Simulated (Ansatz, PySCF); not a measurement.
The pair A = N2 (SMILES N#N) (first 2 atoms), B = CH3F (SMILES CF); geometry from B3LYP-D3(BJ)/def2-TZVP.
(charge 0, multiplicity 1):
```xyz
7

N     -0.4320     0.0213    -0.0446
N      0.4995     0.0534    -0.6109
C     -0.3888    -0.5735     3.4298
F      0.8284    -0.5472     2.7574
H     -1.1885    -0.3894     2.7120
H     -0.5134    -1.5545     3.8900
H     -0.3827     0.2032     4.1955
```

Frozen-core correlation. CBS(a, b) extrapolates the correlation energy as X⁻³ and adds the Hartree–Fock energy of set b.

Programs: Ansatz (an electronic-structure program); PySCF for the dispersion terms. Values without a source in brackets are computed.

The monomers are drawn apart, rigid, along the line of their centres of mass. Counterpoise-corrected interaction energies (kcal/mol):

```csv
level,R = 4.707 Å,R = 5.956 Å
PBE/def2-TZVPPD,-0.1951,-0.0517
PBE-D3(BJ)/def2-TZVPPD,-0.3226,-0.0843
wB97M-V/def2-TZVPPD,-0.2694,-0.0793
"MP2/CBS(aug-cc-pVDZ, aug-cc-pVTZ) + ΔCCSD(T)/aug-cc-pVDZ",-0.2687,-0.0802
```

Question: R is the distance of the centres of mass. Find the local exponent m of E ∝ R⁻ᵐ between the two points.

Answer: 
m = ln(E₁/E₂)/ln(R₂/R₁): PBE/def2-TZVPPD 5.6; PBE-D3(BJ)/def2-TZVPPD 5.7; wB97M-V/def2-TZVPPD 5.2; MP2/CBS(aug-cc-pVDZ, aug-cc-pVTZ) + ΔCCSD(T)/aug-cc-pVDZ 5.1. For scale, two fixed dipoles give m = 3, dipole and quadrupole 4, quadrupoles 5, and dispersion or dipole-induced dipole 6 at long range; at these distances several terms mix, and what is left of overlap and damping shifts m, so it need not match one of them.
